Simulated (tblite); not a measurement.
Input of a run (GFN2-xTB geometry optimisation, gas phase (tblite 0.8.0)), started from a force field or distance geometry:
```
{"job": {"kind": "relax", "xc": "GFN2-xTB", "basis": "xTB"}, "charge": 1, "multiplicity": 1}
C     -1.761300     1.672900     0.170300
P     -0.772400     0.185900    -0.127300
C     -1.791300    -1.223300    -0.641200
C     -0.064400    -0.329300     1.475000
C      1.364600    -0.798200     1.345600
C      2.094600    -0.045700     0.278600
O      2.994200     0.720300     0.578900
C      1.732000    -0.233100    -1.148700
C      0.483400     0.610600    -1.333600
H     -1.735600     1.852500     1.270700
H     -2.794600     1.566100    -0.229900
H     -1.259900     2.555900    -0.294500
H     -2.693500    -1.243900     0.062600
H     -2.071200    -1.171000    -1.698500
H     -1.217300    -2.130700    -0.404600
H     -0.178600     0.464900     2.248900
H     -0.613100    -1.217700     1.905700
H      1.384200    -1.884100     1.138300
H      1.895000    -0.585500     2.316100
H      2.568700     0.213800    -1.752100
H      1.492300    -1.262400    -1.421800
H      0.812300     1.662400    -1.099100
H      0.127200     0.646700    -2.356300
```

Output (eV, eV/Å):
```
step      E/eV     max force
  0    -769.48820    2.675
  1    -769.68923    2.926
  2    -769.76110    1.347
  3    -769.80629    0.630
  4    -769.84993    0.474
  5    -769.87668    0.447
  6    -769.89854    0.343
  7    -769.91456    0.282
  8    -769.92851    0.274
  9    -769.93904    0.266
 10    -769.94851    0.278
 11    -769.95788    0.200
 12    -769.96759    0.272
 13    -769.97698    0.268
 14    -769.98573    0.278
 15    -769.99379    0.273
 16    -770.00096    0.198
 17    -770.00708    0.222
 18    -770.01240    0.183
 19    -770.01729    0.263
 20    -770.02181    0.239
 21    -770.02591    0.127
 22    -770.02985    0.137
 23    -770.03435    0.195
 24    -770.03984    0.278
 25    -770.04552    0.236
 26    -770.04998    0.131
 27    -770.05321    0.121
 28    -770.05634    0.192
 29    -770.06026    0.255
 30    -770.06457    0.223
 31    -770.06815    0.124
 32    -770.07085    0.104
 33    -770.07340    0.119
 34    -770.07624    0.153
 35    -770.07926    0.114
 36    -770.08222    0.120
 37    -770.08534    0.130
 38    -770.08927    0.162
 39    -770.09456    0.182
 40    -770.10066    0.158
 41    -770.10452    0.192
 42    -770.10790    0.168
 43    -770.11030    0.148
 44    -770.11432    0.112
 45    -770.11742    0.174
 46    -770.12288    0.204
 47    -770.12694    0.140
 48    -770.13042    0.117
 49    -770.13324    0.098
 50    -770.13626    0.144
 51    -770.13909    0.130
 52    -770.14127    0.126
 53    -770.14352    0.108
 54    -770.14595    0.097
 55    -770.14794    0.097
 56    -770.14968    0.082
 57    -770.15092    0.078
 58    -770.15211    0.088
 59    -770.15329    0.088
 60    -770.15446    0.095
 61    -770.15569    0.085
 62    -770.15718    0.104
 63    -770.15911    0.153
 64    -770.16122    0.120
 65    -770.16373    0.183
 66    -770.16621    0.125
 67    -770.16909    0.138
 68    -770.17011    0.131
 69    -770.17096    0.084
 70    -770.17135    0.057
 71    -770.17182    0.042
 72    -770.17232    0.052
 73    -770.17280    0.078
 74    -770.17320    0.057
 75    -770.17360    0.055
 76    -770.17403    0.067
 77    -770.17454    0.083
 78    -770.17503    0.072
 79    -770.17556    0.057
 80    -770.17609    0.071
 81    -770.17672    0.108
 82    -770.17738    0.098
 83    -770.17814    0.073
 84    -770.17867    0.045
 85    -770.17909    0.048
 86    -770.17940    0.060
 87    -770.17976    0.040
 88    -770.18003    0.052
 89    -770.18021    0.029
 90    -770.18036    0.027
 91    -770.18054    0.033
 92    -770.18077    0.035
 93    -770.18103    0.042
 94    -770.18128    0.033
 95    -770.18149    0.026
 96    -770.18167    0.024
 97    -770.18179    0.023
 98    -770.18187    0.020
 99    -770.18195    0.018
100    -770.18206    0.025
101    -770.18220    0.032
102    -770.18232    0.030
103    -770.18240    0.016
104    -770.18246    0.016
105    -770.18255    0.022
106    -770.18267    0.023
107    -770.18279    0.025
108    -770.18288    0.025
109    -770.18296    0.024
110    -770.18307    0.036
111    -770.18321    0.034
112    -770.18332    0.029
113    -770.18337    0.012
114    -770.18339    0.008
```

Summarise the run.

The energy falls by 16.0 kcal/mol over 114 L-BFGS steps, the largest force on an atom goes from 2.68 to 0.008 eV/Å, and the atoms move by 0.483 Å rms after alignment. The bond that changes most is C3–H13 (sp3 carbon bound to phosphorus to methyl hydrogen), which shortens by 0.055 Å. Bonds longer at the end by more than 0.005 Å: 6 of 23; shorter: 14. Among the angles that change most is C4–P2–C9, from 112.7° to 105.5°. Among the dihedrals that turn most is H10–C1–P2–C4, from -4° to -61°. The energy never rose by more than 1e-5 eV on the way. The first step brought 29 % of the lowering.

What are the final bond lengths?

C1–P2 1.806 Å, P2–C3 1.808 Å, P2–C4 1.818 Å, C4–C5 1.533 Å, C5–C6 1.523 Å, C6=O7 1.195 Å, C6–C8 1.524 Å, C8–C9 1.534 Å, P2–C9 1.819 Å, C1–H10 1.090 Å, C1–H11 1.090 Å, C1–H12 1.090 Å, C3–H13 1.090 Å, C3–H14 1.090 Å, C3–H15 1.089 Å, C4–H16 1.094 Å, C4–H17 1.094 Å, C5–H18 1.092 Å, C5–H19 1.091 Å, C8–H20 1.092 Å, C8–H21 1.092 Å, C9–H22 1.094 Å, C9–H23 1.094 Å. Numbering counts from 1 in the input's order; the species is `C[P+]1(C)CCC(=O)CC1`.

On one thread, Arm Neoverse V2 (aarch64), shared host with 32 logical CPUs at a one-minute load of 20, this took 0.85 s of wall time.

Its GFN2-xTB frequencies are all real (lowest 53 cm⁻¹).

One conformer stands for the species.

All values are computed, not measured.
